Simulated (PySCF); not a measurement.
Excitations are Tamm–Dancoff values on a coarser integration grid. The basis has no diffuse functions, so Rydberg states are missing or too high.

# H₆AlN₃, SMILES `[NH2][Al]([NH2])[NH2]` (charge 0, multiplicity 1)

Method: ωB97X-D3(BJ)/def2-TZVP // B3LYP-D3(BJ)/def2-TZVP in PySCF.

The HOMO comes out as -9.29 eV. The dipole moment comes out as 0.00 D and the HOMO–LUMO gap comes out as 11.40 eV. The LUMO is 2.10 eV. The S1 excitation (TDA) is 6.11 eV and the S1 oscillator strength comes out as 0.005. The brightest of the four lowest singlets (TDA) is 6.89 eV. The T1 excitation (TDA) is 5.75 eV. The S1–T1 gap (TDA) is 0.36 eV, the vertical ionisation energy (Delta-SCF) is 9.33 eV and the total energy is -11172.40 eV. The cost is very roughly 2.5 core-minutes.

```xyz
10

N      1.7714     0.0003    -0.1055
Al     0.0002     0.0001     0.0001
N     -0.8839     1.5358     0.0922
N     -0.8876    -1.5362     0.0135
H      2.3354    -0.7981    -0.3468
H      2.3599     0.7991     0.0663
H     -0.4872     2.4423    -0.0944
H     -1.8555     1.6286     0.3397
H     -1.8816    -1.6295    -0.1169
H     -0.4710    -2.4424     0.1519
```
